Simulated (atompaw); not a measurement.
# Which change was made? (S, PAW (atompaw))

atompaw 4.2.0.5 input, output lines left out:

```
S 16
LDA-PW scalarrelativistic loggrid 1500 logderivrange -4 5 226
3 3 0 0 0 0
3 1 2.5
0 0 0
c
c
v
c
v
1
1.55 1.40 1.35 1.25
y
-2.1
n
y
1.75
n
custom rrkj gramschmidtortho besselshape
2 0.5 troulliermartins
1.55
1.55
1.45
1.55
```

Cutoffs, loose and tight: the cutoffs (Ry, on a coarse ladder) from which the occupation-weighted sum of valence levels, in a spherical-Bessel basis at the reference potential, stays within 10 and 1 mRy of its value at 400 Ry. They see the waves, projectors and local potential, not the compensation charge or the core.

The base gives: outcome: generated; cutoff, loose: 15 Ry; cutoff, tight: 35 Ry; bound ghosts: none.

After one change the result is: outcome: generated; cutoff, loose: 40 Ry; cutoff, tight: 60 Ry; bound ghosts: p, s. Which change was it?
A. all radii scaled by about 1.09 (s 1.70, p 1.58 bohr); local potential troulliermartins scheme with l = 2 at 0.5 Ry, radius 1.48 bohr; augmentation besselshape compensation charge, radius 1.52 bohr; PAW radius 1.70 bohr; waves and projectors: custom rrkj gramschmidtortho; core correction smooth core density matched at 1.36 bohr
B. all radii scaled by about 0.77 (s 1.18, p 1.12 bohr); local potential troulliermartins scheme with l = 2 at 0.5 Ry, radius 1.04 bohr; augmentation besselshape compensation charge, radius 1.08 bohr; PAW radius 1.18 bohr; waves and projectors: custom rrkj gramschmidtortho; core correction smooth core density matched at 0.96 bohr
C. all radii scaled by about 0.91 (s 1.40, p 1.32 bohr); local potential troulliermartins scheme with l = 2 at 0.5 Ry, radius 1.22 bohr; augmentation besselshape compensation charge, radius 1.26 bohr; PAW radius 1.40 bohr; waves and projectors: custom rrkj gramschmidtortho; core correction smooth core density matched at 1.14 bohr

B. The others give: all radii scaled by about 1.09 (s 1.70, p 1.58 bohr); local potential troulliermartins scheme with l = 2 at 0.5 Ry, radius 1.48 bohr; augmentation besselshape compensation charge, radius 1.52 bohr; PAW radius 1.70 bohr; waves and projectors: custom rrkj gramschmidtortho; core correction smooth core density matched at 1.36 bohr → outcome: generated, no UPF (negative core plus compensation charge); cutoff, loose: 18 Ry; cutoff, tight: 30 Ry; bound ghosts: none | all radii scaled by about 0.91 (s 1.40, p 1.32 bohr); local potential troulliermartins scheme with l = 2 at 0.5 Ry, radius 1.22 bohr; augmentation besselshape compensation charge, radius 1.26 bohr; PAW radius 1.40 bohr; waves and projectors: custom rrkj gramschmidtortho; core correction smooth core density matched at 1.14 bohr → outcome: generated; cutoff, loose: 18 Ry; cutoff, tight: 45 Ry; bound ghosts: p.
